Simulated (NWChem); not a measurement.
Molecule: C$_{2}$H$_{5}$FSi$_{2}$; SMILES C#C[Si@@H](F)[SiH3]

Computed with NWChem. Coordinates come from a PBE0/def2-SVP optimisation. Level: PBE0/def2-SVP with SMD (1 M gas to 1 M solution), gas-phase geometry. Reactions with the solvent are ignored.

Q: Predict the results for solvent water. Quantities: solvation free energy (kcal/mol); cavity-dispersion-structure term (kcal/mol); dipole in solution (D).

A: 
```yaml
solvation free energy (kcal/mol): 1.9
cavity-dispersion-structure term (kcal/mol): 6.1
dipole in solution (D): 2.23
```
